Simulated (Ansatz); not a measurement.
Geometry optimisation, Ansatz 0.2.0, RKS B3LYP/def2-SVP.

input.yaml

```yaml
crystal:
  periodic: [false, false, false]
  atoms:
    - { symbol: Ga, position_ang: [0.202569, -0.105975, 0.06322] }
    - { symbol: H, position_ang: [0.688293, -0.131032, 1.530942] }
    - { symbol: H, position_ang: [1.707245, 0.202026, -0.090897] }
    - { symbol: O, position_ang: [-1.236862, -0.307114, -0.950384] }
    - { symbol: H, position_ang: [-2.032945, -0.504605, -0.437882] }
basis:
  gaussian: { orbitals: def2-SVP }
hamiltonian:
  xc: b3lyp
relax:
  f_tol: 0.03
  max_steps: 50
output:
  orbitals: {}
```

Launched with:

```bash
$ ansatz run input.yaml --threads 1 --pin off --max-ram 2048MiB --backend cpu --events-out ev --progress --plain --runs-dir out
```

Where does it end, and by what steps?

The forces met the threshold. After 6 steps the energy has fallen by 1.182 eV; H2 moved furthest, 0.54 Å.

| step | energy less start (eV) | largest force component (eV/Å) | accepted |
| --- | --- | --- | --- |
| 0 | 0.0000 | 2.029 | yes |
| 1 | -0.6906 | 1.095 | yes |
| 2 | -1.0584 | 0.792 | yes |
| 3 | -0.9813 | 1.484 | no |
| 4 | -1.1645 | 0.190 | yes |
| 5 | -1.1816 | 0.046 | yes |
| 6 | -1.1817 | 0.005 | yes |

```xyz
5
Properties=species:S:1:pos:R:3
Ga 0.385 -0.082 0.199
H 0.205 -0.244 1.751
H 1.680 0.239 -0.611
O -1.060 -0.281 -0.845
H -1.882 -0.480 -0.379
```

Time of the run: 11 s on 1 thread of Arm Neoverse V2, with other jobs on the host, peak memory 0.11 GiB.
